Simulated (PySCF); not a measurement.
```xyz
6
charge -1 multiplicity 1, angstrom
Ru   -0.0128    0.0207    0.0000
H     0.0000   -1.0013    1.1862
H     1.4303   -0.6951    0.0000
H     1.5943    0.3876    0.0000
H    -1.7315    0.2161    0.0000
H     0.0000   -1.0013   -1.1862
```

Computed with PySCF, PBE0, basis Ru def2-TZVPD with ECP28, H def2-TZVPD (scalar-relativistic core potentials, no spin–orbit coupling, density fitting).

This geometry of RuH₅⁻ is a stationary point at this level.

(1) What is the point group?

(2) Is it a minimum?

(3) List the harmonic modes with their infrared intensities.

(4) Give the atomic charges and bond orders.

## Answers

(1) Cs.

(2) Yes: all harmonic wavenumbers are real.

(3) 
```
symmetry  ω (cm⁻¹)  IR (km/mol)
     a''       322         22.4
      a'       371          153
      a'       453          114
     a''       569         47.0
      a'       650         58.7
      a'       757         34.3
     a''       805         29.7
      a'      1614          763
      a'      1986          191
     a''      2071          395
      a'      2116         86.2
      a'      2134         73.4
```

(4) 
```json
{"atom": "Ru1", "Mulliken": "-0.85", "Löwdin": "-0.26", "polar tensor": "-0.03", "Mayer order to Ru1": "–"}
{"atom": "H2,6", "Mulliken": "0.00", "Löwdin": "-0.14", "polar tensor": "-0.26", "Mayer order to Ru1": "1.07"}
{"atom": "H3", "Mulliken": "-0.07", "Löwdin": "-0.13", "polar tensor": "0.08", "Mayer order to Ru1": "0.78"}
{"atom": "H4", "Mulliken": "0.02", "Löwdin": "-0.12", "polar tensor": "-0.12", "Mayer order to Ru1": "0.74"}
{"atom": "H5", "Mulliken": "-0.09", "Löwdin": "-0.22", "polar tensor": "-0.41", "Mayer order to Ru1": "0.96"}
```
Other Mayer orders above 0.3: H–H 0.53.

Stability towards spin polarisation was not tested. Other isomers or separated fragments may lie lower. The lowest empty level of this anion is unbound, so it and the gap depend on the basis.
